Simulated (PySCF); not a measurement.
A GIAO shielding run with PySCF 2.14 (density fitting, non-relativistic, gas phase) on SMILES CC[C@]([SiH3])(C#N)C=O, C5H9NOSi:

```
$ OMP_NUM_THREADS=1 python probes_run.py task.json out

{"job": {"kind": "nmr", "xc": "PBE0", "basis": "pcSseg-1"}, "charge": 0, "multiplicity": 1}
C      2.138221     0.119237     0.298650
C      0.849338     0.509723    -0.418020
C     -0.386581    -0.089378     0.268213
Si    -2.010739     0.521294    -0.629807
C     -0.489564     0.328926     1.631474
N     -0.578661     0.676531     2.718749
C     -0.460030    -1.572363     0.148080
O      0.017052    -2.213623    -0.749035
H      2.993828     0.571752    -0.197043
H      2.267036    -0.960882     0.285039
H      2.120975     0.454051     1.334478
H      0.879164     0.139121    -1.444447
H      0.759441     1.598456    -0.445625
H     -2.021646     1.972068    -0.464175
H     -3.154415    -0.105936     0.025900
H     -1.876910     0.118301    -2.025102
H     -1.053508    -2.055247     0.949661
```

Hardware: 1 thread of an Arm Neoverse N1, shared host. The job also computes population analyses, field gradients.

Question: How large is the calculation?

Answer: 68 electrons, 188 basis functions and 991 auxiliary functions.

Question: How long does it take, and how much memory does it need?

Answer: 65 s of wall time, with 15 SCF cycles and 5 response iterations; peak memory 0.85 GiB. Times on a shared host scatter by some tens of per cent.
